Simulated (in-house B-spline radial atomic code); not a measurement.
HSE06 excitations of the gallium ion Ga⁺

Method: HSE06. Computed with a B-spline radial code for spherical atoms: linear response of the closed shell [Ar] 3d10 4s2 with the functional's adiabatic kernel; non-relativistic, point nucleus, no spin-orbit coupling, no double excitations, S, P, D and F terms only; shells from n = 2 respond. Only terms of natural parity with L up to 3 were computed.

Without relativity these are model numbers for so heavy an element.

Command:
```bash
python run_td.py task.json out
```
Settings (radii: box in bohr, nucleus in fm):
```
Z                        31
electrons                30
configuration            [Ar] 3d10 4s2
hamiltonian              nr
method                   hse06
box_radius               41.61
intervals                57
```

Time taken, with all properties: 2.5 s on 1 thread of Arm Neoverse N1, on a shared host.

The lowest states, in the order of their Tamm-Dancoff energies; the method's threshold (minus the highest occupied level) is 16.624 eV. Labels give the largest channel, * marks a mixed state, and oscillator strengths are full-response dipole values. Measured ¹D terms are left out, since they can mix with doubly excited terms. Semilocal kernels can invert the small singlet-triplet splittings of Rydberg terms. Energies in eV:

```json
{"state": "4s → 4p 3P", "full response": "5.492", "Tamm-Dancoff": "5.663", "oscillator strength": "-", "measured (J-weighted term)": "5.987"}
{"state": "4s → 4p 1P", "full response": "8.412", "Tamm-Dancoff": "8.771", "oscillator strength": "1.63", "measured (J-weighted term)": "8.766"}
{"state": "4s → 5s 3S", "full response": "12.093", "Tamm-Dancoff": "12.100", "oscillator strength": "-", "measured (J-weighted term)": "12.764"}
{"state": "4s → 5s 1S", "full response": "12.583", "Tamm-Dancoff": "12.603", "oscillator strength": "-", "measured (J-weighted term)": "13.224"}
{"state": "4s → 4d 3D", "full response": "13.200", "Tamm-Dancoff": "13.215", "oscillator strength": "-", "measured (J-weighted term)": "14.116"}
{"state": "4s → 4d 1D", "full response": "13.491", "Tamm-Dancoff": "13.497", "oscillator strength": "-", "measured (J-weighted term)": "-"}
{"state": "4s → 5p 3P", "full response": "13.731", "Tamm-Dancoff": "13.739", "oscillator strength": "-", "measured (J-weighted term)": "14.708"}
{"state": "4s → 5p 1P", "full response": "?", "Tamm-Dancoff": "?", "oscillator strength": "?", "measured (J-weighted term)": "-"}
{"state": "4s → 6s 3S", "full response": "14.987", "Tamm-Dancoff": "14.988", "oscillator strength": "-", "measured (J-weighted term)": "-"}
{"state": "4s → 6s 1S", "full response": "?", "Tamm-Dancoff": "?", "oscillator strength": "-", "measured (J-weighted term)": "-"}
```

(1) Where does 4s → 5p 1P lie?

(2) Where does 4s → 6s 1S lie?

(3) How large is the singlet-triplet splitting of 4s → 4p (P terms) in Tamm-Dancoff?

(4) What polarisabilities and dispersion coefficient does the method give?

Answers

(1) At 14.004 eV in full response, 14.048 eV in Tamm-Dancoff, oscillator strength 0.00536.

(2) At 15.072 eV in full response, 15.076 eV in Tamm-Dancoff.

(3) 3.11 eV, from the unrounded values.

(4) Dipole 19.11 bohr³, quadrupole 85.09 bohr⁵, C6 98.7 hartree·bohr⁶ for two such species.
